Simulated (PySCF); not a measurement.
**RuCl₃: how level, basis and relativity move the structure**

Each row is its own optimisation.

Each entry is the lowest minimum that a search over a few typed start shapes (and spin states, where more than one is plausible) found, or that minimum re-optimised at the stated level; isomers with ligand–ligand bonds, or fragments after loss of a ligand pair, can lie lower. Open shells are unrestricted; no spin–orbit coupling; PySCF with density fitting.

```
                                               level  2S+1  point group  mean bond to Ru (Å)  highest ω (cm⁻¹)  polar-tensor charge of Ru  dipole (D)
  PBE/def2-SVP (scalar-relativistic core potentials)     4          C2v                2.224               418                       1.01        0.45
BP86/def2-TZVP (scalar-relativistic core potentials)     4          C2v                2.200               417                       1.14        0.36
PBE0/def2-TZVP (scalar-relativistic core potentials)     4          C2v                2.187               435                       1.40        0.60
```

Across these levels the mean bond spreads over 0.037 Å and the highest wavenumber over 17 cm⁻¹; all give the same point group.

Levels that gave another bonding pattern or an unsound solution are left out.

Open d and f shells are single-determinant solutions and may miss the true ground state.
